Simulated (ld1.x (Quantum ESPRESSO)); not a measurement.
How hard is this germanium (Ge) TM potential?

```json
{
 "Element": "Ge (Z = 32)",
 "Generator": "ld1.x (Quantum ESPRESSO) 7.5",
 "Type": "norm-conserving Troullier–Martins (Kleinman–Bylander form)",
 "Functional": "PBEsol",
 "Relativity": "scalar-relativistic",
 "Frozen core": "[Ar]",
 "Valence charge": "14",
 "Reference configuration": "3d10 4s2 4p2",
 "Partial waves": "4p (bound): rc 1.70 bohr; 3d (bound): rc 0.75 bohr; 4s (bound): rc 1.60 bohr",
 "Local potential": "the s channel",
 "Core correction": "a·sin(br)/r model core inside 0.70 bohr"
}
```

The pseudo-atom Hamiltonian at the reference potential is diagonalised in spherical Bessel functions j_l(qr) that vanish at 20 bohr, with q² up to the cutoff. All-electron valence levels (Ry): 4p -0.2864, 3d -2.1544, 4s -0.8631.

Question: How do the lowest levels (Ry) of each channel move with the cutoff, and are there ghosts?

Answer:

```tsv
cutoff (Ry)	p #1	d #1	d #2	s #1	s #2	f #1	f #2	Σ f·Δε (mRy)
8	-0.2796	0.0556	0.1352	-0.8105	-0.0240	0.1088	0.2342	22214.1
15	-0.2854	0.0556	0.1350	-0.8561	-0.0275	0.1088	0.2342	22111.0
25	-0.2859	0.0556	0.1350	-0.8582	-0.0276	0.1088	0.2342	22105.7
35	-0.2862	0.0555	0.1349	-0.8618	-0.0279	0.1088	0.2342	22097.6
50	-0.2863	0.0554	0.1344	-0.8629	-0.0279	0.1088	0.2342	22094.1
70	-0.2864	0.0551	0.1329	-0.8630	-0.0279	0.1088	0.2342	22090.7
100	-0.2864	0.0534	0.1244	-0.8631	-0.0279	0.1088	0.2342	22073.6
140	-0.2864	-0.5663	0.0581	-0.8631	-0.0280	0.1088	0.2342	15876.8
180	-0.2864	-1.4807	0.0570	-0.8631	-0.0280	0.1088	0.2342	6732.3
260	-0.2864	-2.0839	0.0568	-0.8631	-0.0280	0.1088	0.2342	700.7
400	-0.2864	-2.1539	0.0568	-0.8631	-0.0280	0.1088	0.2342	0.0
```

Result: no extra level below or beside the all-electron valence levels (p, d, s, f tested); 10 mRy is reached at over 300 Ry and 1 mRy at over 300 Ry.

Its largest configuration-test error is -1021 meV.
